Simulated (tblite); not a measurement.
Species: C7H6N (doublet state).
SMILES with atom numbers: `[H]/[C:1]=[C:2]1/[CH:3]=[CH:4][C:5](/[CH:6]=[N:7]\[H])=[CH:8]1` (hydrogens: H9 on C1; H10 on C3; H11 on C4; H12 on C6; H13 on N7; H14 on C8)

Structure optimised with GFN2-xTB, isolated species. This method treats the open shell by occupation alone, without spin polarisation.

Task: What internal coordinates does the optimisation give?

Result: 
```tsv
bond	length (Å)
C1=C2	1.308
C2–C3	1.465
C3=C4	1.342
C4–C5	1.461
C5–C6	1.454
C6=N7	1.260
C5=C8	1.355
C2–C8	1.477
C1–H9	1.066
C3–H10	1.073
C4–H11	1.075
C6–H12	1.087
N7–H13	1.019
C8–H14	1.073
```

A selection of angles:
```tsv
angle	degrees
C1–C2–C3	127.9
C1–C2–C8	127.0
C3–C2–C8	105.1
C2–C3–C4	108.9
C3–C4–C5	109.1
C4–C5–C6	126.1
C4–C5–C8	108.7
C6–C5–C8	125.1
C5–C6–N7	128.3
C2–C8–C5	108.2
H13–N7–C6	115.3
```

Dihedral angles: C1–C2–C3–C4 180° (antiperiplanar); C2–C3–C4–C5 0° (synperiplanar); C3–C4–C5–C6 180° (antiperiplanar); C4–C5–C6–N7 0° (synperiplanar); C4–C5–C8–C2 0° (synperiplanar); C1–C2–C8–C5 180° (antiperiplanar); H13–N7–C6–C5 0° (synperiplanar).

C3 (carbon bonded to 2 C and H) is planar (angles 128.1°, 123.0° and 108.9°, sum 360.0°, 0.00 Å off the plane of its three neighbours). C8 (carbon bonded to 2 C and H) is planar (angles 128.3°, 123.5° and 108.2°, sum 360.0°, 0.00 Å off the plane of its three neighbours). The C–C distances run from 1.308 Å (C1=C2, drawn double) to 1.477 Å (C2–C8, drawn single), a spread of 0.169 Å. C5 (carbon bonded to 3 C) is planar (angles 126.1°, 125.1° and 108.7°, sum 360.0°, 0.00 Å off the plane of its three neighbours). The 8 heavy atoms lie in one plane (0.000 Å rms). The 5-membered ring C2–C3–C4–C5–C8 has internal angles of 105.1° to 109.1° (sum 540°, against 540° for a flat polygon); it is planar, 0.00 Å rms from its mean plane, widest ring torsion 0°. C4 (carbon bonded to 2 C and H) is planar (angles 126.4°, 124.4° and 109.1°, sum 360.0°, 0.00 Å off the plane of its three neighbours).

Point group: Cs (every atom within 0.08 Å of its image). Its GFN2-xTB frequencies are all real (lowest 66 cm⁻¹).

One conformer stands for the species.

The numbers are calculated, not measured.
